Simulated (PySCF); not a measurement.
C₅H₁₀ClNSi₂.
SMILES with atom numbers: `[CH:1]#[C:2][Si@@H:3]1[CH2:4][Si@H:5]([Cl:6])[CH2:7][N:8]1[CH3:9]`

NICS is the negative of the GIAO shielding at a point without a nucleus: at the ring centre (0) and 1 Å above and below it (1); zz is the component along the ring normal. Level: GIAO PBE0/pcSseg-1 (PySCF, non-relativistic, gas phase) on the GFN2-xTB geometry, one conformer.

Ring bond lengths (Å), with Mayer bond orders in brackets: Si3–C4 1.906 (0.89), C4–Si5 1.892 (0.92), Si5–C7 1.911 (0.91), C7–N8 1.447 (0.93), N8–Si3 1.716 (0.99).

Task: Give the NICS values of each ring in ppm.

Result: 
| ring | type | NICS(0) | NICS(1), two faces | NICS(1)zz, two faces | rms pucker (Å) | centre to ring atoms, mean (Å) |
| --- | --- | --- | --- | --- | --- | --- |
| Si3–C4–Si5–C7–N8 | 5-membered ring with N and 2 Si; formal bonds all single | -5.0 | -3.7 / -2.2 | -1.9 / 1.3 | 0.08 | 1.50 |

Task: What do they say, and how far can they be read as aromaticity?

Result: 
- Si3–C4–Si5–C7–N8: mean NICS(1)zz -0.3 ppm, near zero. Si3, C4, Si5, C7 have four or more neighbours, and the NICS criterion for π rings isn't applied. The two faces differ by 3.2 ppm, so no symmetry operation interchanges them.

Task: What field does 1 T along the ring normal induce along that normal at the second NICS(1) probe listed for ring Si3–C4–Si5–C7–N8, 1 Å off the ring?

Result: NICSzz × B0 = 1.3 ppm × 1 T = 1 μT, along the applied field.

Task: Give the inner angles of the rings and the Hirshfeld charges of the ring atoms.

Result: 
- Si3–C4–Si5–C7–N8: Si3 100.9° (+0.400 e), C4 105.2° (-0.254 e), Si5 100.8° (+0.376 e), C7 108.9° (-0.120 e), N8 120.6° (-0.173 e); sum 536.6° against 540° for a flat convex ring.

Task: How shielded are the nuclei of the rings and their hydrogens (means over atoms taken as equivalent)?

Result: 
```
   atoms                   environment  σ isotropic (ppm)
     Si3                   SiH silicon              380.4
      C4   sp3 carbon bound to silicon              184.8
     Si5        chlorine-bound silicon              333.0
      C7  sp3 carbon bound to nitrogen              139.0
      N8        silicon-bound nitrogen              236.5
H on Si3                 Si–H hydrogen              26.66
 H on C4            methylene hydrogen              31.34
 H on C4            methylene hydrogen              31.11
H on Si5                 Si–H hydrogen              26.23
 H on C7            methylene hydrogen              29.21
 H on C7            methylene hydrogen              29.11
```
